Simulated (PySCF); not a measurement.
Ge(OH)3(PH2) (GeH5O3P), SMILES [OH][Ge]([OH])([OH])[PH2].

Geometry optimised at B3LYP-D3(BJ)/def2-SVP. This is a generated structure with no PubChem entry under its InChIKey; it may be hypothetical. One conformer was computed; it need not be the lowest.

Method: CAM-B3LYP/def2-TZVP (PySCF).

Computed frontier levels, gap, dipole moment and polarisability:
```json
{
  "highest_occupied_level": "-9.18 eV",
  "lowest_empty_level": "0.59 eV",
  "orbital_gap": "9.78 eV",
  "dipole_moment": "0.87 D",
  "quadrupole, principal values (traceless, Buckingham form, about the centre of nuclear charge)": "-4.31, -0.84, 5.15 D·Å",
  "mean_static_polarisability": "64.2 bohr³ (9.52 Å³)",
  "polarisability_principal_values": "57.3, 58.6, 76.9 bohr³"
}
```
